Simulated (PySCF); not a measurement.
**Question.** What does the PBE0-D3(BJ)/def2-SVP structure of `[BH3-][N+]#CCOC(F)F` look like in three dimensions?

**Answer.** 
```xyz
14
C3H6BF2NO angstrom
B      2.9264   -0.2853    0.4194
N      1.4965    0.2155    0.2566
C      0.4183    0.5952    0.1265
C     -0.9395    1.1262   -0.0488
O     -1.9308    0.3417    0.5412
C     -2.3187   -0.7600   -0.1736
F     -1.3304   -1.6688   -0.2067
F     -3.3566   -1.2812    0.4580
H      3.6078    0.7177    0.5858
H      2.9102   -1.0092    1.4052
H      3.1937   -0.8850   -0.6119
H     -0.9786    2.1160    0.4306
H     -1.1115    1.2737   -1.1324
H     -2.5904   -0.5085   -1.2179
```

Orientation and origin are arbitrary. Atoms count from 1 in this order. The 2 C–F bonds span 1.322 Å (C6–F8, drawn single) to 1.343 Å (C6–F7, drawn single), a spread of 0.021 Å. Of the pairs four or more bonds apart, C3···F7 is among the closest relative to their van der Waals radii: 2.88 Å, 91 % of the sum of Bondi's values. B1 (four-coordinate boron) is distorted tetrahedral (angles from 105.5° to 113.3°). The 2 C–O bonds span 1.369 Å (O5–C6, drawn single) to 1.395 Å (C4–O5, drawn single), a spread of 0.026 Å.

Bonds between heavy atoms (Å): B1–N2 1.524, N2≡C3 1.151, C3–C4 1.468, C4–O5 1.395, O5–C6 1.369, C6–F7 1.343, C6–F8 1.322.

Computed with PBE0-D3(BJ)/def2-SVP geometry optimisation, gas phase (PySCF).

Point group: C1 (no symmetry element, even within 0.4 Å). Stationary, but not proved a minimum. The numbers are those of one conformer (C3–C4–O5–C6 -80°, C4–O5–C6–F7 69°).
